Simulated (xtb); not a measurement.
Species: [Ti(F)4] (charge 0, multiplicity 1).

Question: Give a relaxed geometry from GFN2-xTB (xtb).

Answer: the end point of this relaxation.
Z-matrix (Å, degrees):
```
Ti
F 1 1.6918
F 1 1.6918 2 109.47
F 1 1.6918 2 109.47 3 120.00
F 1 1.6918 2 109.47 4 120.00
```
